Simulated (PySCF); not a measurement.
Molecule: Al2(mu-OH)2(F)4, H2Al2F4O2, singlet. Atoms near the plane z = 0.0 Å, at the PBE0/def2-SVP optimised geometry (x, y, z in Å): Al1 (1.4, 0.0, 0.0), Al2 (-1.4, 0.0, 0.0), F5 (2.3, -1.4, 0.0), F6 (2.3, 1.4, 0.0), F9 (-2.2, -1.4, 0.0), F10 (-2.3, 1.4, 0.0).

Level of theory: PBE0/def2-TZVP (PySCF). Cells within 0.4 Å of a nucleus heavier than hydrogen are left out (blank, or x). The values are rescaled to run from 0 to 1.

```
|00000000000000000000000000000|
|00000000000000000000000000000|
|00000000000000000000000000000|
|00000000000000000000000000000|
|00000000000000000000000000000|
|00000011110000000001111000000|
|00001245431000000023454210000|
|00013678863100000136887631000|
|00025899985200000258999852000|
|001379xxx96200000269xxx973100|
|001379xxx96100000169xxx973100|
|00126899983000000038999862000|
|00013688400000000000488631000|
|000002311xx5000005xx113200000|
|000000005xx8000008xx500000000|
|000001311xx5000005xx113200000|
|00013688400000000000488631000|
|00025899983000000038999862100|
|001379xxx96100000169xxx973100|
|001379xxx96200000269xxx973100|
|00025899985200000258999852000|
|00013678863100000136887631000|
|00001245432000000013454210000|
|00000011110000000001111000000|
|00000000000000000000000000000|
|00000000000000000000000000000|
|00000000000000000000000000000|
|00000000000000000000000000000|
|00000000000000000000000000000|
```
Scale: ten equal steps from 0.000 (start of '0') to 1.00 (end of '9'), in the order '0123456789'; x runs from -4.50 to 4.50, y from -4.50 (bottom) to 4.50 (top).

Q: Which quantity is mapped?
A. log10 of the electron density
B. Laplacian of the electron density
C. electron localisation function
D. an orbital amplitude

A: C, electron localisation function
